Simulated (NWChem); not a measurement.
Correlation energy of CH$_{2}$Cl

```
C
H 1 1.0979
H 1 1.0979 2 123.70
Cl 1 1.7056 2 118.15 3 180.00
```
Charge 0, spin multiplicity 2.

The numbers come from NWChem runs, not from measurements. The geometry was optimised at UPBE/def2-SVP, a minimum by its harmonic frequencies.

Basis set: STO-3G. Each correlation energy counts from its own Hartree-Fock reference.

The correlated methods keep 6 core orbitals frozen. The structure started from a generated list of species. The unpaired electrons of the parent sit in orbitals of symmetry b2 (C2v labels of the run); other states weren't searched. The stability of the SCF solutions was not checked. Open-shell Hartree-Fock references start from PBE0 orbitals. Coupled-cluster values serve here as a point of comparison, not as the truth.

### Question
One of these methods gave a correlation energy of -45.7 mHa. Which?
(A) CCSD on UHF
(B) SCS-UMP2
(C) UMP2
(D) CCSD on ROHF

### Answer
C, UMP2. The others give -51.0 (SCS-UMP2), -65.6 (CCSD on UHF), -70.3 (CCSD on ROHF).
